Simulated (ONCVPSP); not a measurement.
# Before and after: ONCV potential for Cu (Z = 29)

```
Element                 : copper (Cu)
Generator               : ONCVPSP 4.0.1
Type                    : optimised norm-conserving Vanderbilt (ONCV)
Functional              : LDA (Perdew-Wang 92)
Relativity              : scalar-relativistic
Frozen core             : [Ne]
Valence charge          : 19
Reference configuration : 3s2 3p6 3d9 4s2
Partial waves           : 3s+4s: rc 1.15 bohr, ncon 3, nbas 7, qcut 10.7 1/bohr, 2 projectors; 3p: rc 0.75 bohr, ncon 3, nbas 6, qcut 10.6 1/bohr, 2 projectors, debl 3.4 Ha; 3d: rc 0.70 bohr, ncon 4, nbas 7, qcut 12.8 1/bohr, local
Local potential         : the d channel
Core correction         : none
```

Change: d: qcut 11.9.

Cutoffs: the cutoffs (Ha) at which the residual kinetic energy of the hardest occupied pseudo-wave falls to 1 and 0.1 mHa per electron; they do not see the model core or the augmentation charge, which bear on the density cutoff. Errors are all-electron minus pseudo energies relative to the spin-unpolarised reference configuration.

Task: How do hardness, ghosts and transferability respond?

Result: The potential gets neither clearly harder nor softer (349 Ha and 455 Ha → 358 Ha and 478 Ha); the bound ghosts move from p to p, s; of the 4 tests that both files solve, the error grows in 2 and shrinks in 1 by more than 15 % and 0.3 meV (median size 1.6 → 2.2 meV); the range in which the s phases agree widens (upper end 2.2 → at the end of the scan).

| quantity | base | changed |
| --- | --- | --- |
| cutoff, loose | 349 Ha | 358 Ha |
| cutoff, tight | 455 Ha | 478 Ha |
| loose cutoff by channel | s 38 Ha, p 43 Ha, d 349 Ha | s 38 Ha, p 43 Ha, d 358 Ha |
| bound ghosts | p | s, p |
| GHOST(+) flags under 300 eV | s at 69.3 eV | none |
| error for 3s2 3p6 3d10 4s1, meV [ΔE -2.01 eV] | -2.5 | -2.9 |
| error for 3s2 3p6 3d10 4s0, meV [ΔE 6.42 eV] | +0.7 | +0.3 |
| error for 3s2 3p6 3d9 4s0, meV [ΔE 28.11 eV] | +0.7 | +1.4 |
| error for 3s2 3p6 3d7 4s0, meV [ΔE 127.51 eV] | -26 | -24 |
| s: phases at 1.16 bohr within 0.05 rad from the reference energy up to (Ha; the scan ends near 5) | 2.2 | to the end of the scan |
| p: phases at 0.76 bohr within 0.05 rad from the reference energy up to (Ha; the scan ends near 5) | to the end of the scan | to the end of the scan |
| d: phases at 0.71 bohr within 0.05 rad from the reference energy up to (Ha; the scan ends near 5) | to the end of the scan | to the end of the scan |

 A true bound ghost makes a file unfit for plane-wave use even where its test errors are small: the radial tests pick states by their node count and pass the ghost by.
